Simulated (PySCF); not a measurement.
C2H9NSi2, SMILES CN(C)[Si][SiH3], B3LYP/def2-SVP optimised geometry.

```
14

Si    -1.83    -1.85    -1.72
N     -0.63    -2.56    -2.78
C     -1.12    -3.32    -3.93
C      0.82    -2.54    -2.74
H     -0.76    -2.88    -4.88
H     -0.76    -4.37    -3.89
H     -2.22    -3.33    -3.95
H      1.23    -3.57    -2.68
H      1.23    -2.08    -3.66
H      1.19    -1.97    -1.88
Si    -0.53    -0.72     0.00
H     -0.97     0.72     0.00
H      0.97    -0.72     0.00
H     -0.97    -1.28     1.32
```

Density from B3LYP/def2-TZVP (PySCF) at that geometry.

Minimum of the electron density along straight lines between bonded atoms, close to the bond critical point (lines longer than 1.1 times the sum of covalent radii, or with two minima, are not listed):

```json
[
 {"bond": "Si1–N2", "length / Å": "1.742", "ρ at the minimum / e bohr⁻³": "0.123", "∇²ρ there / e bohr⁻⁵": "(withheld)", "position (fraction from the first atom)": "0.40"},
 {"bond": "N2–C3", "length / Å": "1.464", "ρ at the minimum / e bohr⁻³": "0.265", "∇²ρ there / e bohr⁻⁵": "-0.66", "position (fraction from the first atom)": "0.59"},
 {"bond": "N2–C4", "length / Å": "1.458", "ρ at the minimum / e bohr⁻³": "0.266", "∇²ρ there / e bohr⁻⁵": "-0.69", "position (fraction from the first atom)": "0.60"},
 {"bond": "C3–H5", "length / Å": "1.106", "ρ at the minimum / e bohr⁻³": "0.274", "∇²ρ there / e bohr⁻⁵": "-0.93", "position (fraction from the first atom)": "0.64"},
 {"bond": "C3–H6", "length / Å": "1.106", "ρ at the minimum / e bohr⁻³": "0.274", "∇²ρ there / e bohr⁻⁵": "-0.93", "position (fraction from the first atom)": "0.64"},
 {"bond": "C3–H7", "length / Å": "1.100", "ρ at the minimum / e bohr⁻³": "0.279", "∇²ρ there / e bohr⁻⁵": "-0.97", "position (fraction from the first atom)": "0.65"},
 {"bond": "C4–H8", "length / Å": "1.106", "ρ at the minimum / e bohr⁻³": "0.274", "∇²ρ there / e bohr⁻⁵": "-0.93", "position (fraction from the first atom)": "0.64"},
 {"bond": "C4–H9", "length / Å": "1.106", "ρ at the minimum / e bohr⁻³": "0.274", "∇²ρ there / e bohr⁻⁵": "-0.93", "position (fraction from the first atom)": "0.64"},
 {"bond": "C4–H10", "length / Å": "1.096", "ρ at the minimum / e bohr⁻³": "0.283", "∇²ρ there / e bohr⁻⁵": "-0.99", "position (fraction from the first atom)": "0.65"},
 {"bond": "Si1–Si11", "length / Å": "2.438", "ρ at the minimum / e bohr⁻³": "(withheld)", "∇²ρ there / e bohr⁻⁵": "(withheld)", "position (fraction from the first atom)": "0.47"},
 {"bond": "Si11–H12", "length / Å": "1.500", "ρ at the minimum / e bohr⁻³": "0.116", "∇²ρ there / e bohr⁻⁵": "0.15", "position (fraction from the first atom)": "0.49"},
 {"bond": "Si11–H13", "length / Å": "1.501", "ρ at the minimum / e bohr⁻³": "0.116", "∇²ρ there / e bohr⁻⁵": "0.15", "position (fraction from the first atom)": "0.49"},
 {"bond": "Si11–H14", "length / Å": "1.500", "ρ at the minimum / e bohr⁻³": "0.116", "∇²ρ there / e bohr⁻⁵": "0.15", "position (fraction from the first atom)": "0.49"}
]
```

Task: Fill in the missing entries.

Result: 
- Si1–N2, ∇²ρ there / e bohr⁻⁵: 0.56
- Si1–Si11, ρ at the minimum / e bohr⁻³: 0.083
- Si1–Si11, ∇²ρ there / e bohr⁻⁵: -0.12
